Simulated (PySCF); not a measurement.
Si(H)(F)(OH)(OMe) (CH5FO2Si), SMILES CO[SiH](O)F.

Geometry optimised at PBE0-D3(BJ)/def2-SVP. The structure was generated by enumeration, and PubChem lists no compound with its InChIKey, so it may never have been made. Other conformers were not sampled.

Two levels are set side by side: TDDFT-PBE/def2-SVPD (PySCF) and TDDFT-ωB97X/def2-SVPD (PySCF). Vertical, same geometry. The lowest singlet is HOMO→LUMO 99 % with PBE and HOMO→LUMO+1 41 %, HOMO→LUMO 34 %, HOMO→LUMO+4 11 % with the other functional; states are paired by order. Differences are taken from unrounded values.

```json
[
 {"quantity": "lowest singlet excitation (eV)", "TDDFT-PBE": "6.76"},
 {"quantity": "lowest triplet excitation (TDA) (eV)", "TDDFT-PBE": "6.63"}
]
```

Question: These are the TDDFT-PBE values. What does TDDFT-ωB97X give? (The exact figures need the calculation; the answer reports its results.)

Answer: 
```json
[
 {"quantity": "lowest singlet excitation (eV)", "TDDFT-ωB97X": "8.51", "TDDFT-PBE minus TDDFT-ωB97X": "-1.75"},
 {"quantity": "lowest triplet excitation (TDA) (eV)", "TDDFT-ωB97X": "8.29", "TDDFT-PBE minus TDDFT-ωB97X": "-1.66"}
]
```

Functionals without exact exchange tend to place singlet excitations lower, as here. Differences between two approximate levels are no errors against the true value.

Rough cost on one machine, each run with all the roots and properties that it gave: TDDFT-ωB97X against TDDFT-PBE about 9 times.
